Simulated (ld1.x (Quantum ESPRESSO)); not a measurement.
**Reading a pseudo-wave (chlorine)**

Columns: radius, all-electron u(r) and pseudo u(r) of the 3s shell (level -20.53 eV) of chlorine in the configuration [Ne] 3s2 3p5; PBE, non-relativistic, ultrasoft scheme, ld1.x (Quantum ESPRESSO) 7.5.

| r (bohr) | all-electron | pseudo |
| --- | --- | --- |
| 0.090 | 0.1327 | 0.0467 |
| 0.180 | -0.2344 | 0.0967 |
| 0.270 | -0.4227 | 0.1527 |
| 0.360 | -0.4012 | 0.2166 |
| 0.450 | -0.2498 | 0.2892 |
| 0.540 | -0.0420 | 0.3696 |
| 0.630 | 0.1741 | 0.4558 |
| 0.720 | 0.3715 | 0.5444 |
| 0.810 | 0.5375 | 0.6311 |
| 0.900 | 0.6686 | 0.7114 |
| 0.990 | 0.7657 | 0.7804 |
| 1.080 | 0.8312 | 0.8341 |
| 1.170 | 0.8694 | 0.8694 |
| 1.260 | 0.8847 | 0.8847 |
| 1.350 | 0.8816 | 0.8816 |
| 1.440 | 0.8643 | 0.8643 |
| 1.530 | 0.8364 | 0.8364 |
| 1.620 | 0.8009 | 0.8009 |
| 1.710 | 0.7603 | 0.7603 |
| 1.800 | 0.7167 | 0.7167 |
| 1.890 | 0.6715 | 0.6715 |
| 1.980 | 0.6260 | 0.6260 |
| 2.070 | 0.5811 | 0.5811 |
| 2.160 | 0.5374 | 0.5374 |
| 2.250 | 0.4955 | 0.4955 |
| 2.340 | 0.4555 | 0.4555 |

**Question.** How many radial nodes do the two functions have?

**Answer.** The all-electron 3s function has n − l − 1 = 2; the pseudo-wave has 0, since the states of the same l below it are removed with the core.

**Question.** At about which radius was the pseudo-wave matched?

**Answer.** 1.20 bohr, where the columns begin to agree (steps of 0.09 bohr).

**Question.** Is the pseudo-wave norm-conserving?

**Answer.** No, it belongs to an ultrasoft set: the norm inside the radius is not constrained, and the difference is carried by the augmentation charge.
